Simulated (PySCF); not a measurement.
**Al⁺: excitation energy**

Al⁺ [Ne] 3s2 (1S) → Al⁺ [Ne] 3p2 (3P), as a difference of total energies. Calculation: PySCF 2.14, in aug-cc-pwCVDZ; the non-relativistic Hamiltonian (point nucleus). Correlated levels: valence: [Ne] frozen. The calculations carry no spin-orbit coupling.

```csv
method,excitation energy (eV),error (eV)
UHF,10.687,-0.993
MP2 (valence),11.245,-0.435
SCS-MP2 (valence),11.476,-0.204
CCSD (valence),11.513,-0.167
```

Reference: 11.680 eV (measured; NIST levels, between the centres of gravity of the two terms).

Errors of the correlated levels include the incompleteness of this basis and the frozen core.

With two correlated electrons CCSD is exact in that space.
